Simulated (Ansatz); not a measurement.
`[CH3][W](=[NH])(=[NH])[OH]` and `C[O][W](=[NH])(=[NH])[OH]` differ in one atom or group.

Ansatz, PBE0-D4/def2-TZVP geometries, multiplicity 1. Each molecule was computed in one conformer, which needn't be the lowest.

Elements past krypton have def2 core potentials.

```
                                                                                  property  `[CH3][W](=[NH])(=[NH])[OH]`
                                                         LUMO energy (PBE/def2-TZVPP) / eV                         -1.88
                                                       LUMO energy (B3LYP/def2-TZVPP) / eV                         -1.28
                                                      HOMO–LUMO gap (PBE0/def2-TZVPP) / eV                          6.52
                                                       HOMO–LUMO gap (PBE/def2-TZVPP) / eV                          4.33
ideal-gas entropy at 298 K and 1 bar (rigid rotor, harmonic PBE0-D4/def2-TZVP) / J/(mol·K)                           364
                                                   HOMO–LUMO gap (ωB97M-V/def2-TZVPP) / eV                         10.89
```

Question: Give the same properties after the change, and the shifts. (Estimate.)

Answer: The calculation gave: 
```
                                                                                  property  `C[O][W](=[NH])(=[NH])[OH]`  shift
                                                         LUMO energy (PBE/def2-TZVPP) / eV                        -1.32   0.56
                                                       LUMO energy (B3LYP/def2-TZVPP) / eV                        -0.74   0.54
                                                      HOMO–LUMO gap (PBE0/def2-TZVPP) / eV                         6.86   0.34
                                                       HOMO–LUMO gap (PBE/def2-TZVPP) / eV                         4.68   0.35
ideal-gas entropy at 298 K and 1 bar (rigid rotor, harmonic PBE0-D4/def2-TZVP) / J/(mol·K)                          401     37
                                                   HOMO–LUMO gap (ωB97M-V/def2-TZVPP) / eV                        11.10   0.21
```

With PBE0 the HOMO rises by 0.18 eV and the LUMO rises by 0.54 eV, so the gap widens by about 0.36 eV. PBE moves the HOMO by 0.21 eV and ωB97M-V by 0.21 eV. The zero-point energy changes by 15.9 kJ/mol with +3 modes. Modes under 60 cm⁻¹, often nearly free rotors, make the harmonic entropy too high.

B3LYP here is the variant with VWN-RPA as its local correlation; programs differ in this.
